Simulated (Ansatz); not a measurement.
Relaxation of [FeNF4]- (FeNF4⁻) with RKS B3LYP-D4/def2-SVPD.

```sh
$ ansatz run in.yaml --threads 4 --pin off --events-out ev --progress --plain --max-ram 3916MiB
```

```yaml
crystal:
  periodic: [false, false, false]
  atoms:
    - {symbol: Fe, position_ang: [0.000300, -0.000620, 0.147730]}
    - {symbol: N, position_ang: [0.003400, -0.006900, 1.671170]}
    - {symbol: F, position_ang: [1.671340, 0.013370, -0.459190]}
    - {symbol: F, position_ang: [-0.012440, 1.675130, -0.446660]}
    - {symbol: F, position_ang: [-1.673150, -0.009610, -0.452490]}
    - {symbol: F, position_ang: [0.010560, -1.671370, -0.460550]}
basis:
  gaussian: {orbitals: def2-SVPD}
total_charge: -1
hamiltonian: {xc: {name: B3LYP}, dispersion: d4}
scf: {lower_state_search: "off"}
output: {orbitals: {seedname: orbitals}}
relax: {f_tol: 0.02, max_steps: 100}
```

Hardware: 4 threads of Intel Xeon on a shared host. Wall time 23 s.

Positions (Å) and forces (eV/Å) at steps 1, 2, 3, 4, 5 of 5:

```xyz
6
step=1 energy=-46734.5861 eV
Fe    0.000   -0.001    0.148    0.004   -0.006    1.623
N     0.003   -0.007    1.671   -0.006    0.012   -2.849
F     1.671    0.013   -0.459    0.621    0.003    0.306
F    -0.012    1.675   -0.447   -0.003    0.619    0.309
F    -1.673   -0.010   -0.452   -0.621   -0.006    0.308
F     0.011   -1.671   -0.461    0.005   -0.622    0.304
6
step=2 energy=-46734.7566 eV
Fe    0.000    0.000    0.114    0.002   -0.004    0.936
N     0.003   -0.007    1.612   -0.003    0.007   -1.670
F     1.701    0.013   -0.436    0.340    0.002    0.183
F    -0.013    1.704   -0.423   -0.002    0.339    0.184
F    -1.703   -0.010   -0.429   -0.340   -0.003    0.184
F     0.011   -1.701   -0.437    0.003   -0.341    0.181
6
step=3 energy=-46734.8403 eV
Fe    0.000    0.000    0.066    0.000    0.000   -0.065
N     0.003   -0.006    1.533    0.000    0.000    0.022
F     1.740    0.014   -0.404    0.000    0.000    0.011
F    -0.013    1.743   -0.392    0.000    0.000    0.010
F    -1.742   -0.010   -0.397    0.000    0.000    0.011
F     0.011   -1.740   -0.407    0.000    0.000    0.010
6
step=4 energy=-46734.8403 eV
Fe    0.000    0.000    0.063    0.000    0.000    0.062
N     0.003   -0.006    1.530    0.000    0.000   -0.039
F     1.741    0.014   -0.402    0.004    0.000   -0.006
F    -0.013    1.744   -0.391    0.000    0.004   -0.006
F    -1.743   -0.010   -0.395   -0.004    0.000   -0.006
F     0.011   -1.741   -0.405    0.000   -0.004   -0.006
6
step=5 energy=-46734.8404 eV
Fe    0.000    0.000    0.064    0.000    0.000   -0.001
N     0.003   -0.006    1.531    0.000    0.000    0.001
F     1.741    0.014   -0.402    0.000    0.000    0.000
F    -0.013    1.744   -0.391    0.000    0.000    0.000
F    -1.743   -0.010   -0.396    0.000    0.000    0.000
F     0.011   -1.741   -0.406    0.000    0.000    0.000
```
